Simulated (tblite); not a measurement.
C6H6FP.
Atom-mapped SMILES: `[CH3:1][c:2]1[cH:3][cH:4][c:5]([F:6])[p:7][cH:8]1` (hydrogens: H9, H10, H11 on C1; H12 on C3; H13 on C4; H14 on C8)

Geometry (GFN2-xTB, Å), atoms numbered from 1 in this order:
```
atom  x, y, z in Å
C1    -2.0737   -0.4007   -0.0639
C2    -0.6354    0.0243   -0.0045
C3     0.3565   -0.9516   -0.0032
C4     1.7081   -0.6594    0.0312
C5     2.1831    0.6331    0.0658
F6     3.5301    0.7931    0.1029
P7     1.2432    2.0965    0.0700
C8    -0.3296    1.3732    0.0242
H9    -2.2156   -1.3561    0.4355
H10   -2.3815   -0.5137   -1.1038
H11   -2.7199    0.3399    0.4003
H12    0.0582   -1.9900   -0.0283
H13    2.4314   -1.4634    0.0334
H14   -1.1555    2.0744    0.0183
```

Method: GFN2-xTB as coded in tblite; computed harmonic values from a numerical Hessian at the method's own geometry, unscaled. This tight-binding method is rough: wavenumbers can miss measured ones by several per cent, in bad cases by 10 to 20. The optimisation stopped once no atom felt more than 0.01 eV/Å.

Lowest wavenumbers of the output (negative numbers stand for imaginary wavenumbers):
```
mode    cm-1
  1     -26.5
  2     115.9
  3     240.1
  4     294.5
  5     341.0
  6     358.5
  7     374.7
  8     421.5
  9     468.5
 10     590.3
```

Problem. Is this structure a minimum?

Solution. Not by this Hessian. 1 mode is imaginary beyond 20i (26i cm⁻¹), so at this level the point lies at or near a first-order saddle. The curvature is small, so loose convergence or finite differences may be the whole cause.

Problem. Which atoms move in the imaginary mode?

Solution. 26i: H10 (methyl hydrogen) 37 %, H9 (methyl hydrogen) 30 %, H11 (methyl hydrogen) 30 %. These are shares of the mass-weighted motion.

Problem. What is the remedy?

Solution. Step along that mode in both directions, optimise again with tighter thresholds and repeat the frequencies. The zero-point energy of this point (63.3 kcal/mol) counts the 35 real modes alone, and thermal corrections from it aren't those of a minimum.
